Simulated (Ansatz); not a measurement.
Consider the formal exchange of groups at the Si–C bond: `BC[SiH2][NH][AlH2]` + CH₃OH → `[AlH2][NH][SiH3]` + `BCOC`.

Isolated molecules relaxed with PBE0-D4/def2-TZVP in Ansatz; ΔE leaves out vibrations. CCSD(T)/CBS adds triple-zeta CCSD(T) − MP2 to the extrapolated MP2 energy (def2 sets, frozen cores). This one scheme is used for every species. Each species was taken in one conformer, which may not be the lowest.

`BC[SiH2][NH][AlH2]`:

```xyz
14

B     1.298    1.901   -1.448
C     0.716    0.494   -1.287
Si   -0.447    0.465    0.209
N    -1.040   -1.127    0.516
Al   -0.790   -2.167    1.943
H     2.323    2.206   -0.907
H     0.708    2.744   -2.064
H     1.454   -0.282   -1.061
H     0.071    0.179   -2.114
H    -1.565    1.411   -0.058
H     0.274    0.891    1.436
H    -1.626   -1.507   -0.217
H     0.124   -1.624    3.111
H    -1.500   -3.583    1.942
```

CH₃OH:

```xyz
6

C    -0.168   -0.127   -0.288
O     0.333    0.849    0.597
H    -0.667    0.403   -1.100
H    -0.902   -0.787    0.190
H     0.628   -0.744   -0.722
H     0.775    0.405    1.323
```

`[AlH2][NH][SiH3]`:

Cartesian coordinates in Å:
```
Al -1.442 0.124 -1.039
N -0.409 -0.368 0.328
Si 1.235 0.043 0.660
H -0.818 1.073 -2.138
H -2.927 -0.424 -1.065
H -0.838 -0.976 1.014
H 1.384 0.757 1.959
H 1.700 0.930 -0.436
H 2.114 -1.159 0.718
```

`BCOC`:

Z-matrix (Å, degrees):
```
C
O 1 1.402
B 1 1.546 2 115.0
H 1 1.110 2 111.1 3 122.7
H 1 1.109 2 111.1 3 -122.8
C 2 1.400 1 112.7 3 -180.0
H 3 1.194 1 122.2 2 0.0
H 3 1.197 1 117.6 2 -180.0
H 6 1.090 2 107.7 1 -180.0
H 6 1.100 2 111.5 1 -60.5
H 6 1.100 2 111.5 1 60.5
```

```csv
species,CCSD(T)/CBS(def2) energy (Eh)
`BC[SiH2][NH][AlH2]`,-654.10282
CH₃OH,-115.61712
`[AlH2][NH][SiH3]`,-589.44550
`BCOC`,-180.23463
```

**Question.** Work out ΔE.

**Answer.** ΔE = (-589.44550) + (-180.23463) − (-654.10282) − (-115.61712) = 0.03981 Eh = +104.5 kJ/mol.

Largest T1 diagnostic among the species: 0.012.

In def2-TZVPP, CCSD(T) changes the Hartree–Fock value by +17.4 kJ/mol (the triples alone add +1.9 kJ/mol) and MP2 by +24.8 kJ/mol. The D4 term adds +4.8 kJ/mol with B3LYP and +2.8 kJ/mol with PBE0; it sums over pairs of atoms, weighted by their polarisabilities, and B3LYP, whose exchange is more repulsive, gets the larger term.

B3LYP here is the variant with VWN-RPA as its local correlation; programs differ in this.
